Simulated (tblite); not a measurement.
Species: C₃H₆BFO₂.
Atom-mapped SMILES: `[F:1][CH:2]1[CH2:3][O:4][BH:5][O:6][CH2:7]1` (hydrogens: H8 on C2; H9, H10 on C3; H11 on B5; H12, H13 on C7)

Computed with GFN2-xTB (tblite), gas phase: Langevin dynamics at 200 K from the optimised GFN2-xTB geometry, time step 0.5 fs, friction 0.01 fs⁻¹, 2000 steps.

Start geometry:
```
atom  x, y, z in Å
F1     -1.945    1.173    0.193
C2     -0.852    0.486   -0.284
C3      0.433    1.210    0.127
O4      1.568    0.444   -0.202
B5      1.482   -0.904   -0.272
O6      0.348   -1.605   -0.044
C7     -0.844   -0.933    0.292
H8     -0.944    0.456   -1.377
H9      0.515    2.172   -0.389
H10     0.413    1.393    1.209
H11     2.444   -1.499   -0.551
H12    -0.941   -0.879    1.384
H13    -1.682   -1.515   -0.105
```

The statistics below take the 31 frames saved every 25 fs from 250 to 1000 fs; their kinetic temperature (all 3N coordinates) averages 196 K.

**Question.** Give the mean, spread and extremes of the bond lengths.

**Answer.** 
| bond | start (Å) | mean (Å) | standard deviation (Å) | shortest (Å) | longest (Å) |
| --- | --- | --- | --- | --- | --- |
| F1–C2 | 1.377 | 1.385 | 0.030 | 1.325 | 1.463 |
| C2–C3 | 1.531 | 1.532 | 0.027 | 1.477 | 1.579 |
| C3–O4 | 1.409 | 1.412 | 0.026 | 1.363 | 1.469 |
| O4–B5 | 1.352 | 1.352 | 0.023 | 1.283 | 1.398 |
| B5–O6 | 1.352 | 1.352 | 0.021 | 1.323 | 1.418 |
| O6–C7 | 1.409 | 1.413 | 0.027 | 1.369 | 1.465 |
| C2–C7 | 1.531 | 1.535 | 0.032 | 1.465 | 1.597 |
| C2–H8 | 1.097 | 1.096 | 0.028 | 1.033 | 1.163 |
| C3–H9 | 1.095 | 1.099 | 0.022 | 1.060 | 1.148 |
| C3–H10 | 1.098 | 1.099 | 0.020 | 1.060 | 1.140 |
| B5–H11 | 1.165 | 1.166 | 0.019 | 1.126 | 1.199 |
| C7–H12 | 1.098 | 1.099 | 0.017 | 1.057 | 1.133 |
| C7–H13 | 1.095 | 1.096 | 0.016 | 1.063 | 1.127 |

**Question.** Give the same statistics for bond angles, one of each kind among heavy atoms.

**Answer.** 
```csv
angle,start (°),mean (°),standard deviation (°),smallest (°),largest (°)
F1–C2–C3,109.7,109.4,3.4,99.6,115.5
C3–C2–C7,109.5,110.1,1.8,106.0,114.2
C2–C3–O4,110.9,110.8,2.8,106.6,117.6
C3–O4–B5,120.2,120.3,2.7,112.1,124.9
O4–B5–O6,124.2,124.2,2.0,121.3,130.0
```

**Question.** How far does each atom move about its mean position (frames aligned on the start, all atoms weighted alike), and what rms force does it feel?

**Answer.** 
| atom | rms displacement (Å) | rms force (eV/Å) |
| --- | --- | --- |
| F1 | 0.13 | 0.99 |
| C2 | 0.05 | 1.54 |
| C3 | 0.05 | 1.59 |
| O4 | 0.11 | 1.21 |
| B5 | 0.05 | 1.14 |
| O6 | 0.11 | 1.19 |
| C7 | 0.05 | 1.53 |
| H8 | 0.12 | 0.99 |
| H9 | 0.13 | 0.77 |
| H10 | 0.12 | 0.66 |
| H11 | 0.10 | 0.57 |
| H12 | 0.12 | 0.62 |
| H13 | 0.12 | 0.63 |

The displacements run from 0.05 to 0.13 Å.

**Question.** How widely does the potential energy scatter, against a harmonic estimate?

**Answer.** Mean 0.27 eV above the start, standard deviation 0.070 eV, range 0.16 to 0.42 eV. For 33 classical harmonic modes at 200 K the canonical values are 33kT/2 = 0.28 eV and kT·√(33/2) = 0.070 eV.

The run is classical and short, so these are rough statistics of one trajectory.

What follows is the cost of the whole dynamics run. The run took 6.6 s of wall time on Arm Neoverse V2, one thread, no GPU, shared host with 32 logical CPUs at a one-minute load of 31, and the process peaked at 0.18 GiB of memory.
